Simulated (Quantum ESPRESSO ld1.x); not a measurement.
Results of a calculation; reference values are marked as such.
Q: Tb I, configuration [Xe] 4f9 6s2 (the NIST ground configuration). Level of theory: Dirac Kohn-Sham, revPBE, spin-unpolarised, spherical densities, point nucleus; open shells fill j = l - 1/2 first (ld1.x of Quantum ESPRESSO 7.5).

Spin-orbit splittings of the eigenvalues, e(l+1/2) - e(l-1/2), with zeta = 2 splitting/(2l+1) and mean radii in bohr:

| shell | occ. | splitting (eV) | zeta (eV) | <r> j=l-1/2 | <r> j=l+1/2 |
|---|---|---|---|---|---|
| 2p | 6 | 746.6 | 497.7 | 0.07589 | 0.08284 |
| 3p | 6 | 154.1 | 102.8 | 0.2286 | 0.2418 |
| 3d | 10 | ? | ? | 0.2141 | 0.2182 |
| 4p | 6 | 34.28 | 22.85 | 0.5528 | 0.5829 |
| 4d | 10 | 6.191 | 2.476 | 0.6178 | 0.6285 |
| 4f | 9 | 0.7810 | 0.2231 | 0.9014 | 0.9246 |
| 5p | 6 | 4.359 | 2.906 | 1.501 | 1.606 |
| 5d | 0 | 0.1850 | 0.07401 | 3.400 | 3.592 |
| 6p | 0 | 0.1986 | 0.1324 | 5.787 | 6.199 |

Estimate the 3d splitting.

A: 33.62 eV (zeta = 13.45 eV).
